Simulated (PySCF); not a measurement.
C5H16SSi2, SMILES CS[SiH2]C[Si](C)(C)C (GFN2-xTB optimised geometry):

```
24

C      1.627    -3.188    -0.015
S      1.334    -1.394     0.000
Si    -0.815    -1.394     0.000
C     -1.383     0.404     0.000
Si    -1.283     1.340    -1.673
C      0.465     1.207    -2.412
C     -1.720     3.170    -1.354
C     -2.563     0.584    -2.868
H      2.702    -3.334    -0.003
H      1.180    -3.639     0.866
H      1.203    -3.620    -0.916
H     -1.241    -2.156    -1.176
H     -1.227    -2.128     1.202
H     -2.415     0.424     0.348
H     -0.800     0.952     0.739
H      1.221     1.489    -1.686
H      0.684     0.190    -2.721
H      0.583     1.848    -3.280
H     -2.702     3.272    -0.900
H     -1.728     3.739    -2.278
H     -1.002     3.639    -0.688
H     -3.569     0.643    -2.463
H     -2.352    -0.462    -3.066
H     -2.565     1.103    -3.822
```

Calculation: PBE0/def2-SVP run with PySCF.

**Question.** What are the frontier orbital energies and the dipole moment?

**Answer.** HOMO-2 -8.20 eV, HOMO-1 -8.15 eV, HOMO -6.50 eV, LUMO 0.69 eV, LUMO+1 1.23 eV; dipole moment 0.98 D.

Meta-Löwdin charges at PBE0/def2-SVP: C1 -0.34, S2 -0.22, Si3 0.58, C4 -0.65, Si5 0.89, C6 -0.56, C7 -0.55, C8 -0.56, H9 0.13, H10 0.12, H11 0.12, H12 -0.11, H13 -0.11, H14 0.13, H15 0.13, H16 0.12, H17 0.12, H18 0.11, H19 0.11, H20 0.11, H21 0.11, H22 0.11, H23 0.11, H24 0.11.
